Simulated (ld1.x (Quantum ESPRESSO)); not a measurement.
# What one change does to a pseudopotential (cadmium, PAW)

```
Element                 : Cd
Generator               : ld1.x (Quantum ESPRESSO) 7.5
Type                    : PAW
Functional              : PBEsol
Relativity              : scalar-relativistic
Frozen core             : [Ar] 3d10
Valence charge          : 20
Reference configuration : 4s2 4p6 4d10 5s1.5 5p0.5
Partial waves           : 4s (bound): rcut 1.15, rcutus 1.40 bohr; 5s (bound): rcut 1.15, rcutus 1.40 bohr; 4p (bound): rcut 1.40, rcutus 1.95 bohr; 5p (bound): rcut 1.40, rcutus 1.95 bohr; 4d (bound): rcut 1.55, rcutus 1.85 bohr; 4d channel at -0.2 Ry: rcut 1.55, rcutus 1.85 bohr
Local potential         : all-electron potential smoothed inside 1.90 bohr (lloc = -1)
Core correction         : Bessel-smoothed model core, default radius (core density twice the valence density)
Augmentation charge     : BG, radius 0.90 bohr
```

Change: all radii but the core radius scaled by about 0.94 (s 1.32, p 1.84, d 1.74 bohr, rcut 1.08/1.32/1.46); local potential all-electron potential smoothed inside 1.78 bohr (lloc = -1); augmentation BG, radius 0.84 bohr.

Cutoffs: the cutoffs (Ry, on a coarse ladder) from which the occupation-weighted sum of valence levels, in a spherical-Bessel basis at the reference potential, stays within 10 and 1 mRy of its value at 400 Ry; they do not see the model core or the augmentation charge, which bear on the density cutoff. Errors are all-electron minus pseudo energies relative to the spin-unpolarised reference configuration.

Task: What does the change do?

Result: The potential gets harder (45 Ry and 70 Ry → 50 Ry and 80 Ry); the number of tests that count goes from 7 to 3 (the test run of the changed file stopped, so its transferability is not established); of the 3 tests that both files solve, the error grows in 3 and shrinks in 0 by more than 15 % and 0.3 meV (median size 3.4 → 28.5 meV); neither file shows a bound ghost at the reference potential, the only one tested. A smaller radius makes the pseudo-wave follow the all-electron one further in, where it bends more sharply, so more plane waves are needed. That the errors move this way runs against the usual rule that smaller radii transfer better.

| quantity | base | changed |
| --- | --- | --- |
| cutoff, loose | 45 Ry | 50 Ry |
| cutoff, tight | 70 Ry | 80 Ry |
| loose cutoff by channel (10 mRy a level) | s 35 Ry, p 18 Ry, d 30 Ry | s 30 Ry, p 35 Ry, d 30 Ry |
| bound ghosts | none | none |
| tests counted (converged, no solver errors) | 7 of 7 | 3 of 7 (the test run stopped) |
| error for 4s2 4p6 4d10 5s2 5p0, meV [ΔE -2.32 eV] | +7.9 | -20 |
| error for 4s2 4p6 4d10 5s1 5p0, meV [ΔE 6.99 eV] | +3.4 | -137 |
| error for 4s2 4p6 4d9 5s0 5p0, meV [ΔE 62.08 eV] | +3.2 | -29 |
| lowest overlap eigenvalue by channel | s 0.15, p 0.81, d 1.00 | s 0.14, p 0.08, d 1.00 |

Base: ld1.x warns that Blöchl-style (BG) augmentation functions are not a good idea. Changed file: Tests not counted: 4s2 4p6 4d10 5s0 5p0 (solver errors, printed error -4015 eV). ld1.x warns that Blöchl-style (BG) augmentation functions are not a good idea.
